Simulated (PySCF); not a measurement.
# Reading the logs of faulty runs: BClGeH4N cation

These are calculations, not measurements. The program is PySCF 2.14.0, an open-source quantum chemistry code, run on an isolated molecule that a program drew, which may never have been made. The molecule is BClGeH4N cation (charge +1, singlet), drawn as the SMILES string `N[BH][GeH+][Cl]`.

Each row is a Hartree-Fock (HF) and frozen-core CCSD(T) single point in the cc-pV(D+d)Z basis, meant for a local HF minimum. Run 1 is clean. Each other run has one planted mistake out of seven kinds, and not every kind appears here: one electron removed, one electron added, multiplicity raised by two, geometry at a saddle point, minimal basis STO-3G, one bond length entered in bohr, all coordinates scaled. The reference is restricted for singlets and unrestricted otherwise, and also for a bond in bohr. Adding or removing an electron swaps singlet and doublet. Electrons count all cores. HOMO and LUMO are orbital energies over both spins, the gradient is its largest component, and the lowest frequency (negative if imaginary) is given only where the gradient is small. Bond lengths are over the 7 bonds as drawn. T1 is the CCSD diagnostic: over 0.02 (restricted) or 0.045 (unrestricted) a single reference is doubtful. Germanium has the cc-pVDZ-PP basis, with a core potential (ECP10MDF) in place of its 10 inner electrons, and its 3s, 3p and 3d shells are frozen in CCSD(T).

Geometry of the clean run:
```xyz
8
BClGeH4N cation, angstrom
N    -0.9858    1.4796    2.4042
B    -1.3775    0.1775    2.3913
Ge   -1.7057   -0.7539    0.5011
Cl   -2.2817   -2.7529    0.4724
H    -0.8209    1.9529    3.2757
H    -0.8298    2.0680    1.6095
H    -1.5646   -0.5256    3.3265
H    -1.6042   -0.2418   -0.9271
```

| run | electrons | basis functions | <S^2> | HOMO (eV) | LUMO (eV) | gradient (hartree/bohr) | lowest frequency (cm^-1) | mean bond (Å) | longest bond (Å) | T1 | HF (hartree) | CCSD(T) (hartree) | mistake |
|---|---|---|---|---|---|---|---|---|---|---|---|---|---|
| 1 | 64 | 94 | 0.000 | -16.69 | -5.59 | 2.3e-05 | 32 | 1.4693 | 2.133 | 0.0179 | -834.16163 | -834.68619 | no fault |
| 2 | 64 | 94 | 0.000 | -16.35 | -5.78 | 6.1e-02 | - | 1.6147 | 2.344 | 0.0233 | -834.09981 | -834.64130 | all coordinates scaled |
| 3 | 63 | 94 | 0.757 | -21.61 | -13.41 | 1.3e-01 | - | 1.4693 | 2.133 | 0.0222 | -833.60720 | -834.08102 | one electron removed |
| 4 | 64 | 94 | 1.013 | -14.77 | -5.94 | 1.3e-02 | - | 1.7337 | 3.932 | 0.0158 | -834.05783 | -834.54722 | ? |

**Which mistake was planted in run 4, and what did it cost?**

The mean bond changes by a factor of 1.180 and the longest by 1.843, so the molecule wasn't scaled as a whole. A length L in bohr read as angstrom grows by (1/0.5292 - 1) L = 0.890 L. The 7 bonds together grew by 7 x 0.2644 = 1.851 Å, which gives L = 2.080 Å. That is bond Ge3-Cl4, 2.081 Å in the clean geometry. So the mistake is: one bond length entered in bohr. Subtracting run 1 and multiplying by 627.51 kcal/mol a hartree, the energy moved by 65.1 kcal/mol in HF and 87.2 kcal/mol in CCSD(T).

Cautions from the logs. Run 2: T1 is over the limit, so its CCSD(T) energy is less reliable.
